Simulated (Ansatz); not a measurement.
Which is lower?

The two ends of one reaction step of GePH7O, closed shell (PBE0-D4/def2-TZVP).

A:

```csv
atom,x (Å),y (Å),z (Å)
Ge1,-0.9277,-0.9510,-0.0160
O2,2.4919,-0.0635,-0.1066
H3,-0.1651,-1.7338,1.0580
H4,-2.4258,-1.2973,0.0548
H5,-0.3920,-1.2954,-1.4114
H6,1.9786,0.7298,0.0836
P7,-0.5572,1.3152,0.3433
H8,2.9532,0.1266,-0.9264
H9,-1.5576,1.7566,-0.5604
H10,-1.3981,1.4130,1.4811
```

B:

```json
{"atom": "Ge1", "x (Å)": "0.1495", "y (Å)": "-1.7991", "z (Å)": "-0.0904"}
{"atom": "O2", "x (Å)": "1.2806", "y (Å)": "-0.4138", "z (Å)": "-0.0950"}
{"atom": "H3", "x (Å)": "0.9617", "y (Å)": "-3.1047", "z (Å)": "-0.2102"}
{"atom": "H4", "x (Å)": "-0.5660", "y (Å)": "-1.7062", "z (Å)": "1.2581"}
{"atom": "H5", "x (Å)": "-0.8310", "y (Å)": "-1.6831", "z (Å)": "-1.2706"}
{"atom": "H6", "x (Å)": "-0.0439", "y (Å)": "1.9800", "z (Å)": "1.2840"}
{"atom": "P7", "x (Å)": "-0.9924", "y (Å)": "1.7839", "z (Å)": "0.2505"}
{"atom": "H8", "x (Å)": "1.8462", "y (Å)": "-0.4065", "z (Å)": "-0.8699"}
{"atom": "H9", "x (Å)": "-0.1509", "y (Å)": "2.3308", "z (Å)": "-0.7504"}
{"atom": "H10", "x (Å)": "-1.6537", "y (Å)": "3.0188", "z (Å)": "0.4939"}
```

Program: Ansatz 0.2.0. Basis: def2-TZVPP. Cores are frozen in the correlated methods. Filled d shells of the heavier atoms are correlated. The def2 sets are not built for correlating such inner shells, so the correlated values are less sure here. B3LYP uses VWN-RPA correlation.

Problem. Which structure is lower at CCSD(T), and by how much? (An estimate is asked for; the value comes from the calculation.)

Solution. The calculation gives: A, by 4.8 kJ/mol (electronic energy, against the other). By their contacts, A is a complex of GePH₅ ([PH2][GeH3]) + H₂O and B is a complex of GeH₄O ([OH][GeH3]) + PH₃.

Problem. Do the other methods give the same order? (A judgement: the text doesn't fix the answer.)

Solution. By the calculation: Not all: RPA on PBE, HF give the other order.

```json
{"method": "SPW92", "E(B) − E(A) (kJ/mol)": "20.7"}
{"method": "PBE-D4", "E(B) − E(A) (kJ/mol)": "18.6"}
{"method": "BLYP-D4", "E(B) − E(A) (kJ/mol)": "5.6"}
{"method": "r2SCAN-D4", "E(B) − E(A) (kJ/mol)": "9.8"}
{"method": "B97M-V", "E(B) − E(A) (kJ/mol)": "3.3"}
{"method": "PBE0-D4", "E(B) − E(A) (kJ/mol)": "17.6"}
{"method": "B3LYP-D4", "E(B) − E(A) (kJ/mol)": "5.7"}
{"method": "r2SCAN0-D4", "E(B) − E(A) (kJ/mol)": "11.4"}
{"method": "BHLYP-D4", "E(B) − E(A) (kJ/mol)": "2.1"}
{"method": "CAM-B3LYP-D4", "E(B) − E(A) (kJ/mol)": "0.5"}
{"method": "wB97X-V", "E(B) − E(A) (kJ/mol)": "3.1"}
{"method": "wB97M-V", "E(B) − E(A) (kJ/mol)": "5.4"}
{"method": "B2PLYP", "E(B) − E(A) (kJ/mol)": "2.9"}
{"method": "PBE-QIDH", "E(B) − E(A) (kJ/mol)": "11.5"}
{"method": "RPA on PBE", "E(B) − E(A) (kJ/mol)": "-1.4"}
{"method": "HF", "E(B) − E(A) (kJ/mol)": "-11.6"}
{"method": "MP2", "E(B) − E(A) (kJ/mol)": "5.8"}
{"method": "CCSD", "E(B) − E(A) (kJ/mol)": "2.9"}
{"method": "CCSD(T)", "E(B) − E(A) (kJ/mol)": "4.8"}
```

T1 diagnostic: at most 0.012.

Labels in which every atom is bracketed show which atoms are joined, not bond orders.

For scale, one of the runs: CCSD(T)/def2-TZVPP, 219 basis functions, launched by `ansatz run in.yaml --threads 4 --pin off --events-out ev --progress --plain --max-ram 9574MiB`. The run took 80 s on 4 CPU threads of an Arm Neoverse V2 (shared host), with 3.2 GiB of host memory at its peak.
